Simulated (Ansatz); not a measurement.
`[SiH3][CH2][InH][SiH3]` + `[GaH2][SeH]` → `[SiH3][Se][GaH2]` + `[SiH3][CH2][InH2]` at 600 K and 1 bar (cleavage of the Si–In bond).

Gas-phase electronic energies from Ansatz, PBE0-D4/def2-TZVP geometries. CBS: MP2 limit from def2 TZ/QZ plus the TZ coupled-cluster correction, frozen cores. def2 core potentials past Kr. For Ga, In, Se outer-core shells are correlated without core-valence functions, which leaves a few kJ/mol of doubt a bond. Scalar relativity is left out up to krypton. One conformer a species, not always the lowest.

| species | CCSD(T)/CBS energy (Eh) | H − E (kJ/mol) | S (J/(mol·K)) |
| --- | --- | --- | --- |
| `[SiH3][CH2][InH][SiH3]` | -811.41666 | 293.6 | 547.5 |
| `[GaH2][SeH]` | -4326.46797 | 92.9 | 342.3 |
| `[SiH3][Se][GaH2]` | -4616.77283 | 160.2 | 435.8 |
| `[SiH3][CH2][InH2]` | -521.12346 | 224.4 | 441.5 |

H − E and S are ideal-gas, rigid-rotor, harmonic terms from PBE0-D4/def2-TZVP, for one conformer and one mirror image of each species. 1 Eh = 2625.50 kJ/mol, R = 8.31446 J/(mol·K).

Problem. By hand: ΔE, ΔH, ΔS and ΔG.

Solution. ΔE = (-4616.77283) + (-521.12346) − (-811.41666) − (-4326.46797) = -0.01166 Eh = -30.6 kJ/mol. Δ(H − E) = 160.2 + 224.4 − 293.6 − 92.9 = -1.9, so ΔH = -32.5 kJ/mol. ΔS = 435.8 + 441.5 − 547.5 − 342.3 = -12.5 J/(mol·K). ΔG = -32.5 − 600 × (-12.5)/1000 = -25.0 kJ/mol.

Problem. By hand: the equilibrium constant, and the temperature at which ΔG would vanish if ΔH and ΔS stayed fixed.

Solution. log₁₀ K = −ΔG/(RT ln 10) = 2.2. ΔG = 0 at ΔH/ΔS = 2600 K, far beyond where these terms or the molecules hold.

The number of gas molecules stays the same, so ΔS is small and ΔH decides. A doubt of 5 kJ/mol in ΔE shifts log₁₀ K by 0.4 here. Other conformers and mirror images would add mixing entropy, several J/(mol·K) or more a flexible species. Modes under 60 cm⁻¹, often nearly free rotors, make the harmonic entropy too high. These are equilibria of isolated gas molecules and say nothing of rates. Largest T1 diagnostic: 0.013 (customary marks: 0.02 for closed shells, 0.045 for open ones).
